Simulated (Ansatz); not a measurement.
Born–Oppenheimer molecular dynamics of a periodic cell of 14 atoms, NaH$_{8}$ClO$_{4}$ (contents 4 H2O + 1 Na + 1 Cl, density as packed 1.02 g/cm³ with natural masses). It starts from a partly relaxed structure (largest force component 0.25 eV/Å).

Theory: Ansatz, DFT PBE-D3(BJ), scalar-relativistic, plane waves, PAW. Settings: accuracy low, cutoff 420 eV, k mesh 1x1x1, fermi-dirac smearing 0.05 eV, no spin polarisation.

```yaml
ensemble: NVT, Langevin thermostat
time_step: 0.75 fs
steps_asked: 300
set_temperature: 250 K
friction: 0.02 /fs
seed: 67422
```

First frame:

```xyz
14
Lattice="5.9740 0.0000 0.0000 0.0000 5.9740 0.0000 0.0000 0.0000 5.9740" Properties=species:S:1:pos:R:3
O 3.304 2.524 2.982
H 4.086 3.098 3.056
H 3.511 1.753 3.578
O 5.277 4.742 2.016
H 4.797 5.226 2.726
H 4.886 5.063 1.168
O 1.229 0.737 2.185
H 1.156 1.027 3.116
H 0.603 -0.021 2.093
O 0.684 2.068 4.999
H 0.405 2.853 4.501
H -0.140 1.500 5.091
Na 2.320 2.084 0.771
Cl 4.233 0.207 5.013
```

(1) What does the run give?

(2) What happens to the structure?

(3) How do temperature and energy run in time?

Results:

(1) The run went to its last step.

```
steps done                                               : 300
time covered                                             : 225 fs
mean temperature over the second half                    : 270 K
spread of the potential energy over the second half      : 4.5 meV per atom
mean potential energy of the second half above the start : -0.2 meV per atom
```

A run of 0.23 ps of so small a system gives no equilibrium averages. Limits of this set-up: coarse k mesh, low accuracy level.

(2) Mean squared displacements from the first frame to the last, about the centre of mass: O 0.41 Å², H 0.67 Å², Na 0.27 Å², Cl 0.13 Å². This is one draw of velocities; another would differ in detail.

(3) 
```json
{"time (fs)": "0.0", "T (K)": "232", "potential energy less start (eV)": "0.000"}
{"time (fs)": "11.2", "T (K)": "96", "potential energy less start (eV)": "0.206"}
{"time (fs)": "22.5", "T (K)": "178", "potential energy less start (eV)": "0.140"}
{"time (fs)": "33.8", "T (K)": "179", "potential energy less start (eV)": "0.107"}
{"time (fs)": "45.0", "T (K)": "278", "potential energy less start (eV)": "0.062"}
{"time (fs)": "56.2", "T (K)": "322", "potential energy less start (eV)": "0.088"}
{"time (fs)": "67.5", "T (K)": "287", "potential energy less start (eV)": "0.213"}
{"time (fs)": "78.8", "T (K)": "322", "potential energy less start (eV)": "0.163"}
{"time (fs)": "90.0", "T (K)": "270", "potential energy less start (eV)": "0.173"}
{"time (fs)": "101.2", "T (K)": "265", "potential energy less start (eV)": "0.086"}
{"time (fs)": "112.5", "T (K)": "217", "potential energy less start (eV)": "0.097"}
{"time (fs)": "123.8", "T (K)": "312", "potential energy less start (eV)": "-0.045"}
{"time (fs)": "135.0", "T (K)": "264", "potential energy less start (eV)": "-0.028"}
{"time (fs)": "146.2", "T (K)": "227", "potential energy less start (eV)": "0.041"}
{"time (fs)": "157.5", "T (K)": "247", "potential energy less start (eV)": "-0.026"}
{"time (fs)": "168.8", "T (K)": "275", "potential energy less start (eV)": "-0.098"}
{"time (fs)": "180.0", "T (K)": "285", "potential energy less start (eV)": "-0.040"}
{"time (fs)": "191.2", "T (K)": "196", "potential energy less start (eV)": "0.049"}
{"time (fs)": "202.5", "T (K)": "213", "potential energy less start (eV)": "0.101"}
{"time (fs)": "213.8", "T (K)": "261", "potential energy less start (eV)": "0.017"}
{"time (fs)": "225.0", "T (K)": "197", "potential energy less start (eV)": "0.154"}
```

Run time: 3.9 min on 1 thread of Arm Neoverse V1 (shared host), peak memory 0.35 GiB.
